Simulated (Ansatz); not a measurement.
Coupled-cluster diagnostics for SnH2Me(NHMe) (C2H9NSn), Ansatz.

Geometry of the singlet (PBE-D4/def2-SVP):

```
atom   x (Å)   y (Å)   z (Å)
 Sn1  -0.420   0.091   0.880
  H2   0.509  -0.737   2.086
  H3  -0.763   1.716   1.426
  C4  -2.243  -0.952   0.359
  H5  -2.901  -1.036   1.245
  H6  -1.992  -1.965  -0.008
  H7  -2.781  -0.400  -0.435
  N8   0.770   0.019  -0.817
  C9   2.095   0.622  -0.782
 H10   0.248   0.332  -1.645
 H11   2.132   1.740  -0.707
 H12   2.667   0.228   0.086
 H13   2.677   0.342  -1.689
```

In the def2 sets Sn takes a core potential; there is no spin–orbit coupling. Correlated methods freeze 7 core orbitals; core or outer-core shells of Sn are correlated, in sets that lack core-valence functions.

Q: Estimate the CCSD(T) correlation energy, the shares of MP2 and (T), T1 and the reference's ⟨S²⟩ for: charge 0, singlet, own geometry in def2-TZVP; and the rough time on 2 threads of Arm Neoverse V2 on a shared host.

A: 
```tsv
state	basis	correlation (eV)	MP2 share (%)	(T) share (%)	T1	⟨S²⟩ (pure)	wall time
charge 0, singlet, own geometry	def2-TZVP	-26.099	92.4	3.4	0.012	0.00 (0.00)	2.8 min
```
Customary marks for T1 are 0.02 (closed shells), 0.045 (open shells) and about 0.05 (3d metals). T1 stays under 0.02 throughout.
